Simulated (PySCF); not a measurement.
H3Sb, SMILES [SbH3].

Geometry optimised at B3LYP-D3(BJ)/def2-TZVPD. The def2 effective core potentials stand for the cores of Sb; spin–orbit coupling is left out.

The numbers are results of r2SCAN/def2-TZVPD run with PySCF, not measurements.

Symmetry labels are those of the subgroup Cs that the program uses (full group C3v).

Task: List the valence orbital energies around the gap with their symmetry. (An estimate is asked for; the answer gives what the named calculation found.)

Result: 
```csv
orbital,symmetry,energy (eV)
HOMO−7,A",-33.70
HOMO−6,A',-33.58
HOMO−5,A",-33.58
HOMO−4,A',-33.51
HOMO−3,A',-14.94
HOMO−2,A",-8.69
HOMO−1,A',-8.69
HOMO,A',-6.77
LUMO,A',-0.70
LUMO+1,A",-0.70
LUMO+2,A',0.07
LUMO+3,A',2.20
```
